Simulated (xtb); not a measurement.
C$_{3}$H$_{2}$N, doublet, geometry from GFN2-xTB. Base run: GFN0-xTB in xtb.

The xtb input:
```
$ xtb mol.xyz --gfn 0 --uhf 1 --json

# file mol.xyz
6

C     -0.15895887    -1.79696753     0.01837023
C     -0.04522191    -0.51121592     0.00522611
C      0.07111146     0.80388707    -0.00821806
H     -1.12145639    -2.29501249     0.00644536
H      0.70119490    -2.45587860     0.04212256
N      0.17409677     1.96809562    -0.02011966
```

The base run was repeated with changes; each row names its change, and settings that it needs were set with it.

| change | ΔE vs base (kcal/mol) |
|---|---|
| base | 0.000 |
| etemp = 3000 | -0.598 |
| acc = 30 | 0.000 |
| etemp = 10 | 0.000 |
